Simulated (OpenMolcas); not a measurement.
Rh4+ among 2 point charges of -2 e arranged as a linear pair (D∞h), 1.94 Å from the ion.

```json
{
 "Program": "OpenMolcas 26.06",
 "Method": "CASSCF",
 "Basis": "ANO-RCC-VTZP [7s6p4d2f1g]",
 "Scalar Hamiltonian": "DKH2, point nucleus",
 "Active space": "5 electrons in 5 orbitals (4d)",
 "State averaging": "2S+1 = 6 even, 1 root; 2S+1 = 4 even, 24 roots; 2S+1 = 2 even, 75 roots",
 "Spin-orbit coupling": "RASSI with atomic mean-field integrals over the reference wave functions"
}
```

Task: What is the spin-free ground state (labels by Λ)?

Result: 6Σ, 1-fold in its orbital part, 100 % from free-ion S terms; it has the highest spin that d5 allows.

Task: What are the lowest two levels with spin-orbit coupling?

Result: A 2-fold level with g = 0.00, 0.00, 9.99, then a 2-fold level 26.6 cm-1 above it. Their leading multiplicities are 6 (99 %) and 6 (99 %).

Task: What is χT at 300 K, and how does it compare with the textbook value?

Result: The lowest level has 2S+1 = 6, for which the spin-only value is χT = S(S+1) / 2 = 4.375 cm3 K/mol (g = 2). The computed 4.366 at 300 K differs by -0.009, through a little spin-orbit mixing out of the ground term, against the free-electron g of 2.0023, which raises it.

Without dynamic correlation the repulsion within the d shell is too large (B by tens of per cent), so at a given field states of lower spin stand too high. Point charges give a weaker field than real ligands, and real ions of this kind are as a rule low spin; the high spin found here belongs to the model. Point charges carry no covalency, so the field is a model and not that of real ligands. No measured value stands beside these numbers.
